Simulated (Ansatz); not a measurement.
Cost and result for the atomization energy of CH$_{6}$OSSi$_{2}$, SMILES `O=C([SiH3])[SiH2]S` (11 atoms, 10 bonds).

Cartesian coordinates in Å:
```
O 0.576 -0.601 1.543
C 0.134 -0.330 0.446
Si -0.759 -1.724 -0.565
Si 0.321 1.477 -0.245
S 1.289 2.558 1.295
H -1.023 -1.244 -1.947
H -2.042 -2.018 0.121
H 0.113 -2.923 -0.583
H 1.097 1.404 -1.511
H -1.037 1.988 -0.575
H 1.330 1.413 2.020
```

The species carries charge 0 and has multiplicity 1. Geometry: relaxed with PBE0-D4/def2-TZVP. It is one conformer, not always the lowest. Program: Ansatz. All runs use 4 threads of an Intel Xeon Platinum 8488C on a shared host. Times are those of one run each, without the atoms' runs, and a repeat can differ threefold. Electronic energies, without spin–orbit coupling; frozen cores. CCSD(T)/CBS adds CCSD(T) − MP2 in def2-TZVPP to the MP2 limit, and its time is that of the two runs behind it. T1 = 0.016. HSE06 is the plane-wave form, built on full-range PBE exchange.

CCSD(T)/CBS is a level of theory with its own doubt, some kJ/mol a heavy atom from the limit and from the frozen cores, so smaller differences don't rank the functionals.

```json
{"level": "LDA (SPW92)/def2-TZVPP", "functions": "272", "wall time": "1.1 s", "atomization (kcal/mol)": "993.4", "difference from CCSD(T)/CBS": "122.6", "per bond": "12.3"}
{"level": "revPBE-D4/def2-TZVPP", "functions": "272", "wall time": "1.6 s", "atomization (kcal/mol)": "863.8", "difference from CCSD(T)/CBS": "-7.0", "per bond": "-0.7"}
{"level": "PBE-D4/def2-TZVPP (with forces)", "functions": "272", "wall time": "2 s", "atomization (kcal/mol)": "882.1", "difference from CCSD(T)/CBS": "11.3", "per bond": "1.1"}
{"level": "BHLYP-D4/def2-TZVPP", "functions": "272", "wall time": "2.8 s", "atomization (kcal/mol)": "843.1", "difference from CCSD(T)/CBS": "-27.7", "per bond": "-2.8"}
{"level": "HSE06-D4/def2-TZVPP", "functions": "272", "wall time": "2.9 s", "atomization (kcal/mol)": "865.6", "difference from CCSD(T)/CBS": "-5.2", "per bond": "-0.5"}
{"level": "CCSD(T)/def2-SVP", "functions": "112", "wall time": "3.2 s", "atomization (kcal/mol)": "809.7", "difference from CCSD(T)/CBS": "-61.1", "per bond": "-6.1"}
{"level": "CAM-B3LYP-D4/def2-TZVPP", "functions": "272", "wall time": "3.2 s", "atomization (kcal/mol)": "870.2", "difference from CCSD(T)/CBS": "-0.6", "per bond": "-0.1"}
{"level": "r2SCAN-D4/def2-TZVPP (with forces)", "functions": "272", "wall time": "3.3 s", "atomization (kcal/mol)": "873.2", "difference from CCSD(T)/CBS": "2.4", "per bond": "0.2"}
{"level": "B97M-V/def2-TZVPP", "functions": "272", "wall time": "5 s", "atomization (kcal/mol)": "875.7", "difference from CCSD(T)/CBS": "4.9", "per bond": "0.5"}
{"level": "ωB97X-V/def2-TZVPP", "functions": "272", "wall time": "6 s", "atomization (kcal/mol)": "877.1", "difference from CCSD(T)/CBS": "6.3", "per bond": "0.6"}
{"level": "MP2/def2-QZVPP", "functions": "504", "wall time": "20 s", "atomization (kcal/mol)": "869.4", "difference from CCSD(T)/CBS": "-1.4", "per bond": "-0.1"}
{"level": "CCSD(T)/def2-TZVPP", "functions": "272", "wall time": "90 s", "atomization (kcal/mol)": "844.3", "difference from CCSD(T)/CBS": "-26.5", "per bond": "-2.6"}
{"level": "CCSD(T)/CBS(def2)", "functions": "–", "wall time": "110 s", "atomization (kcal/mol)": "870.8", "difference from CCSD(T)/CBS": "0.0", "per bond": "0.0"}
```

From BLYP to BHLYP (50 % exact exchange), in def2-TZVPP and without D4, the atomization energy moves by −20.1 kcal/mol: exact exchange takes away binding that semilocal exchange gives to molecules. At CCSD(T), def2-SVP lies −61.1 kcal/mol from the extrapolated value and def2-TZVPP −26.4 kcal/mol: correlation converges slowly with the basis, and small sets miss more of it in the bonded molecule than in its fragments. In def2-TZVPP, CCSD(T) changes the Hartree–Fock value by +225.9 kcal/mol (the triples alone add +15.1 kcal/mol) and MP2 by +235.2 kcal/mol; breaking electron pairs costs correlation energy, which Hartree–Fock lacks.
